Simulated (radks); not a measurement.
Q: Radial electron density D(r) = 4 pi r^2 rho(r) of an atom or ion with 51 electrons. All-electron calculation, scalar-relativistic Kohn-Sham, PW91, spin-polarised, spherical densities, finite nucleus; Fermi nuclear charge, rms radius of each element as measured or else 0.836 A^(1/3) + 0.57 fm. Program: a radial shooting solver on a logarithmic mesh with Libxc functionals.

| r (bohr) | D(r) (e/bohr) | spin D(r) |
|---|---|---|
| 0.002285 | 7.333 | -0.0000822 |
| 0.003048 | 11.54 | -0.000120 |
| 0.004065 | 17.68 | -0.000158 |
| 0.005422 | 26.15 | -0.000160 |
| 0.007232 | 36.92 | -0.0000267 |
| 0.009646 | 49.01 | 0.000501 |
| 0.01287 | 60.09 | 0.00201 |
| 0.01716 | 66.71 | 0.00566 |
| 0.02289 | 66.36 | 0.0134 |
| 0.03052 | 61.00 | 0.0271 |
| 0.04071 | 58.86 | 0.0461 |
| 0.0543 | 68.04 | 0.0612 |
| 0.07242 | 83.16 | 0.0531 |
| 0.09583 | 85.35 | 0.0155 |
| 0.1278 | 69.67 | -0.0105 |
| 0.1705 | 61.28 | 0.0461 |
| 0.2274 | 71.07 | 0.122 |
| 0.3032 | 64.49 | 0.0560 |
| 0.4045 | 35.04 | 0.0117 |
| 0.5394 | 22.96 | 0.226 |
| 0.7195 | 26.75 | 0.233 |
| 0.9596 | 19.85 | -0.0401 |
| 1.28 | 9.126 | 0.355 |
| 1.707 | 4.504 | 1.30 |
| 2.277 | 2.771 | 1.57 |
| 3.037 | 1.224 | 0.890 |
| 4.05 | 0.2899 | 0.241 |
| 5.402 | 0.03400 | 0.0313 |
| 7.205 | 0.001460 | 0.00142 |

What is the nuclear charge?

A: Z = 52. The innermost maximum, from 1s, lies near gamma/Z bohr with gamma = sqrt(1 - (Z/c)^2) = 0.925, here 0.0178 bohr (found: 0.0195), and its height grows with Z. The density is that of the tellurium ion Te+ in [Kr] 4d10 5s2 5p3; the configuration itself is not fixed sharply by these data, and Z only to a few units. D(r) has 4 maxima, at r = 0.0195, 0.0864, 0.250, 0.725 bohr, and minima at 0.0379, 0.164, 0.527 bohr, inside which lie 1.98, 11.18, 28.93 electrons.
